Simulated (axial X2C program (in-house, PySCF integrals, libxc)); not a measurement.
**Nuclear properties of ClCuCl**

Computed with an in-house all-electron X2C program for linear molecules (integrals from PySCF): two-component X2C with atomic mean-field Coulomb and Gaunt terms, Gaussian nuclei, basis Cl dyall-av3z, Cu dyall-v3z with contracted cores.

Cl–Cu–Cl held linear, with bonds 2.049 and 2.049 Å (near the PBE0 minimum at charge 0 of the determinant lowest at the starting distance; the state shown can have its own minimum elsewhere, held linear; other orders of the atoms were not compared).

Determinant lowest in the PBE0 search, Ω = 3/2 (⟨Sz⟩ = 0.50, ⟨Lz⟩ = 1.00 at PBE0), spin on the atoms Cl 0.11, Cu 0.28, Cl 0.11:

| level | A∥/gI Cl (MHz) | qzz Cl (a.u.) | A∥/gI Cu (MHz) | qzz Cu (a.u.) |
| --- | --- | --- | --- | --- |
| PBE0 | 88.6 | 0.80 | 381 | -0.49 |
| HF | 15.8 | 1.22 | 546 | -1.05 |
| LDA | 116 | 0.66 | 263 | -0.32 |

Determinant 0.09 eV from it at PBE0 and this distance, Ω = 1/2 (⟨Sz⟩ = -0.48, ⟨Lz⟩ = 0.98 at PBE0), spin on the atoms Cl -0.11, Cu -0.27, Cl -0.11:

| level | A∥/gI Cl (MHz) | qzz Cl (a.u.) | A∥/gI Cu (MHz) | qzz Cu (a.u.) |
| --- | --- | --- | --- | --- |
| PBE0 | 400 | 0.80 | 756 | -0.43 |
| HF | 14.2 | 1.27 | 927 | 0.89 |
| LDA | 555 | 0.64 | 541 | -0.29 |

A∥ (defined per Ω) follows by multiplying with gI = μI/(I μN); qzz is the electric field gradient, eQq0 = 234.96 MHz × Q/barn × qzz. The operators were transformed with the bare-nucleus X2C matrices; with these basis sets, hyperfine constants and field gradients can be off by tens of per cent, and where levels differ in sign neither size nor sign is settled.

(1) With Q(35Cl) = -0.08112 barn (Q from Pyykkö, Mol. Phys. 2018), turn the PBE0 values of the first state into constants in MHz.

The molecule was held linear; bending was not examined, so a bent shape may lie lower.

Each state is one determinant with collinear spin. Unrestricted Hartree–Fock can overshoot spin polarisation at the nuclei. At HF a later determinant lies lower. The search compared states at one distance, so a state with another bond length can lie lower. Where a field gradient or hyperfine factor spreads by more than a factor of two over the levels, a constant derived from it is not to be relied on. PBE0 term energies can be off by some tenths of an eV.

Results:

(1) eQq0(35Cl) = 234.96 × (-0.08112) × (0.80) = -15.2 MHz.
